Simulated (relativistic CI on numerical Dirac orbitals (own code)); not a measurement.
**Ligand-field terms of d7**

Computed with a parametric ligand-field model of a d^n configuration (Racah B and C, spin-orbit zeta, crystal field), exact diagonalisation.

Field parameters in Wybourne normalisation: Oh B⁴₀ = 21Dq, B⁴₄ = √(5/14) B⁴₀. The field is a parameter set, without covalency.

**Question.** Lowest levels for B = 440, C = 1760, ζ = 1200 cm⁻¹, Oh, 10Dq = 23700 cm⁻¹?

**Answer.** Γ8 0 (S 0.52), Γ6 14003 (S 1.49), Γ8 14657 (S 1.49), Γ7 15980 (S 1.50), Γ8 16028 (S 1.49), Γ8 21886 (S 0.52), Γ8 22900 (S 0.52), Γ6 23005 (S 0.51), Γ7 23134 (S 0.51) cm⁻¹, with S from ⟨S²⟩ = S(S + 1). The ground level has 1.03 electrons in the cubic e pair.

**Question.** Lowest levels for B = 690, C = 3480, ζ = 4450 cm⁻¹, Oh, 10Dq = 33000 cm⁻¹?

**Answer.** Γ8 0 (S 0.61), Γ6 13969 (S 1.48), Γ8 16193 (S 1.44), Γ7 21806 (S 1.49), Γ8 22394 (S 1.44), Γ8 28629 (S 0.60), Γ8 33210 (S 0.59), Γ7 33449 (S 0.58), Γ6 34312 (S 0.56) cm⁻¹, with S from ⟨S²⟩ = S(S + 1). The ground level has 1.13 electrons in the cubic e pair; its S is far from a half-integer, so spin-orbit coupling mixes spin states.

**Question.** Lowest levels for B = 990, C = 4960, ζ = 590 cm⁻¹, Oh, 10Dq = 15000 cm⁻¹?

**Answer.** Γ6 0 (S 1.50), Γ8 381 (S 1.50), Γ8 982 (S 1.49), Γ7 1090 (S 1.50), Γ8 8315 (S 0.52), Γ6 13960 (S 1.50), Γ8 13992 (S 1.50), Γ8 14103 (S 1.49), Γ7 14340 (S 1.50) cm⁻¹, with S from ⟨S²⟩ = S(S + 1). The ground level has 2.06 electrons in the cubic e pair.

**Question.** Lowest levels for B = 870, C = 4320, ζ = 150 cm⁻¹, Oh, 10Dq = 5800 cm⁻¹?

**Answer.** Γ6 0 (S 1.50), Γ8 106 (S 1.50), Γ8 283 (S 1.50), Γ7 292 (S 1.50), Γ6 5107 (S 1.50), Γ8 5113 (S 1.50), Γ8 5164 (S 1.50), Γ7 5207 (S 1.50), Γ8 10948 (S 1.50) cm⁻¹, with S from ⟨S²⟩ = S(S + 1). The ground level has 2.10 electrons in the cubic e pair.

**Question.** Lowest levels for B = 1040, C = 3650, ζ = 210 cm⁻¹, Oh, 10Dq = 15950 cm⁻¹?

**Answer.** Γ6 0 (S 1.50), Γ8 138 (S 1.50), Γ8 351 (S 1.49), Γ7 384 (S 1.50), Γ8 2676 (S 0.52), Γ6 14466 (S 1.50), Γ8 14473 (S 1.50), Γ8 14521 (S 1.49), Γ7 14601 (S 1.50) cm⁻¹, with S from ⟨S²⟩ = S(S + 1). The ground level has 2.05 electrons in the cubic e pair.
